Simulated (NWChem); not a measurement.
Species: BH$_{2}$S$_{2}$F; SMILES SB(S)F

```xyz
6

B      0.0000     0.0000    -0.3631
F      0.0000     0.0000    -1.6903
S      1.6304     0.0000     0.4256
H      1.2045     0.0000     1.7042
S     -1.6304     0.0000     0.4256
H     -1.2045     0.0000     1.7042
```
Atoms are numbered in this order, from 1.

The geometry was optimised at PBE0/def2-SVP.

Symmetry labels are those of C2v in the frame above (b1 and b2, or b-type labels, depend on it).

Q: List the 4 lowest vertical singlet excitations from B3LYP/def2-SVPD, TDA (NWChem).

A: 
```json
[
 {"state": "S1", "energy (eV)": "5.51", "oscillator strength": "0.000", "symmetry": "a2", "leading excitation (squared amplitude)": "HOMO → LUMO (0.98)"},
 {"state": "S2", "energy (eV)": "6.23", "oscillator strength": "0.233", "symmetry": "b1", "leading excitation (squared amplitude)": "HOMO → LUMO+1 (0.88)"},
 {"state": "S3", "energy (eV)": "6.50", "oscillator strength": "0.018", "symmetry": "b2", "leading excitation (squared amplitude)": "HOMO−1 → LUMO (0.92)"},
 {"state": "S4", "energy (eV)": "6.65", "oscillator strength": "0.000", "symmetry": "a2", "leading excitation (squared amplitude)": "HOMO → LUMO+2 (0.97)"}
]
```
